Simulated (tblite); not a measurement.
Species: C3H12N2Si.
Bonds: C1–N2, N2–Si3, Si3–N4, N4–C5, N4–C6. Hydrogens: H7, H8, H9 on C1; H10 on N2; H11, H12 on Si3; H13, H14, H15 on C5; H16, H17, H18 on C6.

The geometry is computed with GFN2-xTB (gas phase).

Q: Give the optimised bond lengths and angles.

A: 
```csv
bond,length (pm)
C1–N2,144.0
N2–Si3,171.9
Si3–N4,171.9
"N4–C5, N4–C6",144.0
"C1–H7, C1–H9",109.0
C1–H8,109.7
N2–H10,101.0
"Si3–H11, Si3–H12",147.3
"C5–H13, C6–H17, C6–H18",109.7
"C5–H14, C5–H15, C6–H16",108.9
```

Bonds in one row agree within 1 pm and their mean is given. A selection of angles:
```csv
angle,degrees
N2–C1–H7,110.3
N2–C1–H8,112.9
H7–C1–H8,108.3
H7–C1–H9,108.7
C1–N2–Si3,121.7
C1–N2–H10,111.4
Si3–N2–H10,116.7
N2–Si3–N4,104.6
N2–Si3–H11,104.5
N2–Si3–H12,117.1
N4–Si3–H11,117.2
N4–Si3–H12,104.6
H11–Si3–H12,109.3
Si3–N4–C5,120.0
Si3–N4–C6,121.4
C5–N4–C6,111.9
N4–C5–H13,111.9
N4–C5–H14,110.0
H13–C5–H14,107.9
H14–C5–H15,108.8
```

Torsions: C1–N2–Si3–N4 178° (antiperiplanar); N2–Si3–N4–C5 165° (antiperiplanar). The mirror-image conformer, all signs reversed, is as good.

N2 (silicon-bound nitrogen) has angles 121.7°, 116.7° and 111.4°, sum 349.8°, 0.25 Å off the plane of its three neighbours. N4 (silicon-bound nitrogen) has angles 121.4°, 120.0° and 111.9°, sum 353.3°, 0.23 Å off the plane of its three neighbours. Si3 (SiH2 silicon) is distorted tetrahedral (angles from 104.5° to 117.2°). Of the pairs four or more bonds apart, N2···H16 is among the closest relative to their van der Waals radii: 2.57 Å, 94 % of the sum of Bondi's values.

Point group: C1 (no symmetry element, even within 0.4 Å). Its GFN2-xTB frequencies are all real (lowest 69 cm⁻¹). One conformer, not necessarily the lowest.
